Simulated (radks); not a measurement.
The numbers below are computed, except where a source is named.
Excited configurations of Lu: one electron is placed in a higher orbital outside [Xe] 4f14 6s2. The ground configuration is [Xe] 4f14 5d1 6s2. Code: a radial shooting solver on a logarithmic mesh with Libxc functionals. Model: Dirac Kohn-Sham, LDA (Slater exchange, Perdew-Wang correlation), spin-unpolarised, spherical densities, finite nucleus; open shells fill j = l - 1/2 first; Fermi nuclear charge, rms radius 5.37 fm. Excitation = E - E(ground); binding = E(ion) - E, where the ion is the core of charge +1; n* = 1/sqrt(2 binding) in atomic units, and the quantum defect is n - n*.

| outer orbital | excitation (eV) | binding (eV) | quantum defect | eigenvalue (eV) |
|---|---|---|---|---|
| 5f5/2 | 4.759 | 0.927 | 1.170 | -0.431 |
| 6p1/2 | 0.961 | 4.725 | 4.303 | -2.436 |
| 6f5/2 | 5.035 | 0.651 | 1.429 | -0.371 |
| 7p1/2 | 3.905 | 1.781 | 4.236 | -1.018 |
| 7d3/2 | 4.704 | 0.983 | 3.279 | -0.561 |

The Delta-SCF ionisation energy is 5.686 eV (NIST Atomic Spectra Database: 5.426 eV, measured). Self-interaction in the functional shifts the binding energies and quantum defects, so they are the method's values and not measured ones. Spin polarisation and multiplet splitting are left out, so open shells lie too high by an amount that depends on their filling.

Beside tabulated values, note that spin-unpolarised runs miss the spin-polarisation part of the exchange energy of open shells.
